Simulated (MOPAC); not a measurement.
MOPAC input (PM3):

```
PM3 FORCE THERMO(298,298) PRECISE LET CHARGE=-1 GEO-OK AUX(PRECISION=9) THREADS=1
CHBrF

F    -1.84378811 1    0.85221634 1   -0.03057618 1
C    -1.40713007 1   -0.37634280 1    0.21733292 1
Br    0.72928208 1   -0.11826424 1   -0.00542900 1
H    -1.58030345 1   -0.91765689 1   -0.73397804 1
```

From the output:

```
     H    4   0.745399   4.407482   0.466748   4.671758

          HEAT OF FORMATION =     -46.038706 KCALS/MOLE

          ZERO POINT ENERGY      10.321 KCAL/MOL

           NORMAL COORDINATE ANALYSIS (Total motion = 1 Angstrom)

   Root No.       1         2         3         4         5         6

                 1 A       2 A       3 A       4 A       5 A       6 A

                 307.3     386.6     997.2    1180.9    1466.1    2881.7

           1    0.1361   -0.1032    0.0048   -0.0422   -0.2984    0.0010
           2    0.2512   -0.2551    0.0062    0.0033   -0.0021   -0.0001
           3    0.0065   -0.0035   -0.0101    0.0370   -0.0084   -0.0010
           4    0.1691   -0.0819    0.0001   -0.0090    0.4791    0.0190
           5    0.3571    0.4128   -0.0405   -0.0127   -0.0250   -0.0123
           6   -0.0090    0.0126    0.0652   -0.0677    0.0247   -0.0712
           7   -0.0598    0.0374   -0.0009    0.0006    0.0010   -0.0001
           8   -0.1146   -0.0047   -0.0066   -0.0002    0.0046   -0.0004
           9   -0.0005   -0.0016   -0.0058   -0.0005    0.0000   -0.0001
          10    0.1638   -0.0418   -0.0237    0.8539   -0.1647   -0.2399
          11    0.0917    0.2596    0.8920    0.1078   -0.0284    0.1757
          12    0.0275    0.0407   -0.1299    0.1489   -0.1374    0.8744

           MASS-WEIGHTED COORDINATE ANALYSIS (NORMAL COORDINATES)

   Root No.       1         2         3         4         5         6

                 1 A       2 A       3 A       4 A       5 A       6 A

                 307.3     386.6     997.2    1180.9    1466.1    2881.7

           1    0.2707   -0.2323    0.0220   -0.1954   -0.6122    0.0044
           2    0.4999   -0.5740    0.0284    0.0154   -0.0044   -0.0003
           3    0.0129   -0.0078   -0.0464    0.1713   -0.0172   -0.0044
           4    0.2675   -0.1465    0.0003   -0.0329    0.7816    0.0683
           5    0.5650    0.7384   -0.1480   -0.0469   -0.0407   -0.0442
           6   -0.0142    0.0225    0.2382   -0.2490    0.0403   -0.2562
           7   -0.2442    0.1725   -0.0080    0.0058    0.0042   -0.0005
           8   -0.4675   -0.0215   -0.0625   -0.0022    0.0194   -0.0033
           9   -0.0022   -0.0073   -0.0543   -0.0048    0.0001   -0.0009
          10    0.0751   -0.0216   -0.0251    0.9102   -0.0779   -0.2502
          11    0.0420    0.1345    0.9442    0.1149   -0.0134    0.1832
          12    0.0126    0.0211   -0.1375    0.1587   -0.0649    0.9119

          DESCRIPTION OF VIBRATIONS

 VIBRATION          1    1A          ATOM PAIR     ENERGY CONTRIBUTION    RADIAL
 FREQUENCY           307.31         C 2 -- Br3         +30.3% (117.7%)     93.2%
 TRANSITION DIPOLE   2.7998         F 1 -- Br3         +30.0% (117.1%)     96.0%
 TRAVEL (Ang.)       0.1481         C 2 -- H 4         +25.5% (108.1%)      0.1%
 REDUCED MASS       10.0047         F 1 -- C 2         +14.2% ( 80.6%)      0.2%
 EFFECTIVE MASS     29.7076
 FORCE CONSTANT      0.5567

 VIBRATION          2    2A          ATOM PAIR     ENERGY CONTRIBUTION    RADIAL
 FREQUENCY           386.62         F 1 -- C 2         +33.4% (106.9%)      0.4%
 TRANSITION DIPOLE   2.1292         C 2 -- Br3         +27.5% ( 97.0%)     68.6%
 TRAVEL (Ang.)       0.1610         C 2 -- H 4         +22.0% ( 86.8%)      4.9%
 REDUCED MASS        6.7323         F 1 -- Br3         +17.0% ( 76.3%)     99.7%
 EFFECTIVE MASS     17.3798
 FORCE CONSTANT      0.5929

 VIBRATION          3    3A          ATOM PAIR     ENERGY CONTRIBUTION    RADIAL
 FREQUENCY           997.22         C 2 -- H 4         +92.6% ( 99.0%)      2.0%
 TRANSITION DIPOLE   0.3417         F 1 -- C 2          +3.8% ( 20.0%)      0.4%
 TRAVEL (Ang.)       0.2719         C 2 -- Br3          +3.6% ( 19.5%)      7.3%
 REDUCED MASS        0.9148
 EFFECTIVE MASS      1.7965
 FORCE CONSTANT      0.5360

 VIBRATION          4    4A          ATOM PAIR     ENERGY CONTRIBUTION    RADIAL
 FREQUENCY          1180.90         C 2 -- H 4         +88.8% ( 94.4%)      3.4%
 TRANSITION DIPOLE   0.5608         F 1 -- C 2          +5.4% ( 23.3%)     12.7%
 TRAVEL (Ang.)       0.2525         C 2 -- Br3          +3.2% ( 18.0%)      4.2%
 REDUCED MASS        0.8959         F 1 -- Br3          +2.6% ( 16.1%)     18.2%
 EFFECTIVE MASS      2.2446
 FORCE CONSTANT      0.7361

 VIBRATION          5    5A          ATOM PAIR     ENERGY CONTRIBUTION    RADIAL
 FREQUENCY          1466.05         F 1 -- C 2         +51.2% ( 99.5%)     99.8%
 TRANSITION DIPOLE   3.8484         C 2 -- H 4         +20.8% ( 63.4%)      1.6%
 TRAVEL (Ang.)       0.0799         C 2 -- Br3         +20.1% ( 62.4%)      1.4%
 REDUCED MASS        7.2021         F 1 -- Br3          +7.9% ( 39.1%)     44.3%
 EFFECTIVE MASS     14.3699
 FORCE CONSTANT      9.1202

 VIBRATION          6    6A          ATOM PAIR     ENERGY CONTRIBUTION    RADIAL
 FREQUENCY          2881.74         C 2 -- H 4         +98.7% (100.0%)    100.0%
 TRANSITION DIPOLE   0.9929         C 2 -- Br3          +0.7% (  8.3%)      1.0%
 TRAVEL (Ang.)       0.1586         F 1 -- C 2          +0.7% (  8.2%)      5.9%
 REDUCED MASS        0.9301
 EFFECTIVE MASS      1.4061
 FORCE CONSTANT      4.5509

      SYMMETRY NUMBER FOR POINT-GROUP C1  =  1

          SYSTEM IS A GROUND STATE

 CHBrF

          MOLECULE IS NOT LINEAR

          THERE ARE  6 GENUINE VIBRATIONS IN THIS SYSTEM
          THIS THERMODYNAMICS CALCULATION IS LIMITED TO
          MOLECULES WHICH HAVE NO INTERNAL ROTATIONS

                    CALCULATED THERMODYNAMIC PROPERTIES
                                          *
   TEMP. (K)   PARTITION FUNCTION   H.O.F.    ENTHALPY  HEAT CAPACITY ENTROPY
                                   KCAL/MOL   CAL/MOLE    CAL/K/MOL  CAL/K/MOL

 298.00  VIB.     0.1549D+01                   498.0961     3.8393     2.5409
         ROT.     0.3808D+05                   888.2803     2.9808    23.9410
         INT.     0.5899D+05                  1386.3764     6.8201    26.4819
         TRA.     0.1145D+28                  1480.4672     4.9680    40.0515
         TOT.                      -46.039    2866.8436    11.7881    66.5334

   *: NOTE: HEATS OF FORMATION ARE RELATIVE TO THE
            ELEMENTS IN THEIR STANDARD STATE AT 298K
              (=  Standard Enthalpy of Formation).

            Hvib:  Zero-point energy is not included.
                   frequencies of less than zero cm-1 are not included.
            Hrot = (3/2)RT
            Htra = (3/2)RT + pV = (5/2)RT

            Heat capacity is Cp, not Cv

          For more information, see: HTTP://OpenMOPAC.net/Manual/thermochemistry.html

           FORCE CONSTANT IN CARTESIAN COORDINATES (Millidynes/A)

    ATOM   CHEMICAL       X               Y               Z
   NUMBER   SYMBOL  FORCE CONSTANT  FORCE CONSTANT  FORCE CONSTANT

      1       F        9.786577        0.828556        0.492498
      2       C        9.646265        1.106229        4.894645
      3      Br        0.482246        1.200297        0.139750
      4       H        1.003335        0.704902        4.137982

 **********************
 *                    *
 * JOB ENDED NORMALLY *
 *                    *
 **********************
```

The dipole moment of an ion depends on the origin.
